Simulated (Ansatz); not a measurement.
Species: GeF3 (charge 0, doublet). It need not be the lowest isomer of its formula. SMILES: [Ge]([F])([F])[F]
Structure (B3LYP-D3(BJ)/def2-TZVP (Ansatz, a quantum-chemistry and plane-wave program) minimum search):
```xyz
4

Ge     0.2273    -0.1978    -0.0141
F      0.7837     1.4450     0.0126
F     -0.8472    -0.3310    -1.3693
F     -0.7447    -0.4108     1.4068
```
Charge 0, spin multiplicity 2.

Question: Give the harmonic wavenumbers at B3LYP-D3(BJ)/def2-TZVP (Ansatz, finite differences of forces, unscaled).

Answer: 205, 205, 258, 673, 703, 703 cm⁻¹. Zero-point energy 3.9 kcal/mol.

Question: From these and the geometry, give the ideal-gas thermochemistry at 298.15 K and 1 atm (rigid rotor, harmonic oscillator).

Answer: Point group C3v, rotational symmetry number 3. Rotational constants 5.793, 5.793, 3.444 GHz. S(trans) 40.49, S(rot) 23.25, S(vib) 6.79, S(elec, spin only) 1.38, S 71.9 cal/(mol K). H(298) - H(0) 3.58 kcal/mol; G - E(el) -13.9 kcal/mol.
